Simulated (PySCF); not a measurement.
C₅H₄F₂, SMILES C=C=C(F)/C=C\F. Heavy atoms are numbered as in [CH2:1]=[C:2]=[C:3]([F:4])/[CH:5]=[CH:6]\[F:7]. Hydrogens are named by the atom that carries them.

Geometry optimised at PBE0-D3(BJ)/def2-SVP. The structure was generated by enumeration; whether it is a known compound was not checked. The values are those of a single conformer.

These are B3LYP/pcSseg-1 (PySCF) values and carry that method's errors.

GIAO shieldings, no solvent; atoms alike by connectivity are averaged. δ = σ(ref) − σ: ¹³C against TMS (σ = 181.3 ppm); ¹⁹F against CFCl3 (σ = 161.7 ppm); ¹H against TMS (σ = 31.68 ppm), references at their B3LYP-D3(BJ)/def2-TZVP geometries, non-relativistic.

```tsv
atoms	nucleus	count	δ (ppm)
C2	¹³C	1	?
C6 (CH)	¹³C	1	?
C3	¹³C	1	146.5
C5 (CH)	¹³C	1	?
C1 (CH2)	¹³C	1	100.8
F7	¹⁹F	1	?
F4	¹⁹F	1	?
H on C6	¹H	1	6.87
H on C1	¹H	2	6.28
H on C5	¹H	1	5.34
```

### Question
Fill in the missing entries. (The exact figures need the calculation; the answer reports its results.)

### Answer

- F7, δ (ppm): -112.8
- C6 (CH), δ (ppm): 159.0
- C2, δ (ppm): 226.8
- F4, δ (ppm): -167.1
- C5 (CH), δ (ppm): 112.8
